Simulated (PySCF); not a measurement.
**Working with the constants of KZn**

revPBE constants of KZn, ²Σ⁺ (doublet), unpaired electrons σ ↑ (PySCF, no relativity, basis sets K pcseg-1, Zn pcseg-1; masses 38.9637 and 63.9291 u):

```
ωe              : 45.5 cm⁻¹
ωexe            : 1.13 cm⁻¹
Be              : 0.045063 cm⁻¹
αe              : 0.00102 cm⁻¹
D (centrifugal) : 1.77e-07 cm⁻¹
De to K + Zn    : 0.052 eV
```

(1) Give the vibrational terms G(v) and spacings up to v = 5.

(2) How well does the Morse estimate ωe²/(4ωexe) reproduce De, and what is D0?

The bond is weak. Basis-set superposition, not corrected here, can be much of De in a small basis, most of all at correlated wavefunction levels. Functionals without a dispersion term scatter widely for such bonds, and LDA overbinds them. The state was picked by a PBE0 search and need not be the measured ground state.

## Answers

(1) G(v) = ωe(v+½) − ωexe(v+½)².

| v | G(v) (cm⁻¹) | G(v) − G(v−1) | Bv (cm⁻¹) |
| --- | --- | --- | --- |
| 0 | 22 |  | 0.04455 |
| 1 | 66 | 43 | 0.04353 |
| 2 | 107 | 41 | 0.04251 |
| 3 | 145 | 39 | 0.04149 |
| 4 | 182 | 36 | 0.04047 |
| 5 | 216 | 34 | 0.03945 |

(2) It gives 0.057 eV, 109 % of the computed De. D0 = De − G(0) = 0.052 − 0.003 = 0.049 eV.
